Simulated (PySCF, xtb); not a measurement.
Si(F)(Cl)(OH)(OMe) (CH4ClFO2Si), SMILES CO[Si](O)(F)Cl.

GFN2-xTB in xtb 6.7.1 at its own geometry gives an orbital gap of 8.46 eV and a dipole moment of 2.69 D.

The structure is a stationary point at PBE0-D3(BJ)/def2-SVP. One conformer was computed; it need not be the lowest.

What does PBE/def2-TZVP (PySCF) give? (Estimate from the structure and the level; the computed values follow.)

gap 6.78 eV (levels -7.33 and -0.55 eV), dipole 1.95 D.
